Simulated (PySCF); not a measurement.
# SeO at r²SCAN0

Computed with r²SCAN0; PySCF, no relativity, basis sets Se pcseg-1, O pcseg-1.

```json
{
 "state": "³Σ⁻ (triplet), unpaired electrons π ↑↑",
 "bond length": "1.656 Å",
 "harmonic wavenumber": "945 cm⁻¹",
 "force constant": "7.01 mdyn/Å",
 "rotational constant Be": "0.4614 cm⁻¹",
 "anharmonicity ωexe": "3.65 cm⁻¹",
 "vibration–rotation constant αe": "0.00269 cm⁻¹",
 "well depth De to Se + O": "367 kJ/mol",
 "dissociation energy D0": "361 kJ/mol",
 "bond order (Mayer)": "1.91",
 "dipole moment (positive dipole means Se(−)O(+))": "-2.30 D"
}
```

Spin–orbit coupling is left out. The state was picked by a PBE0 search and need not be the measured ground state.
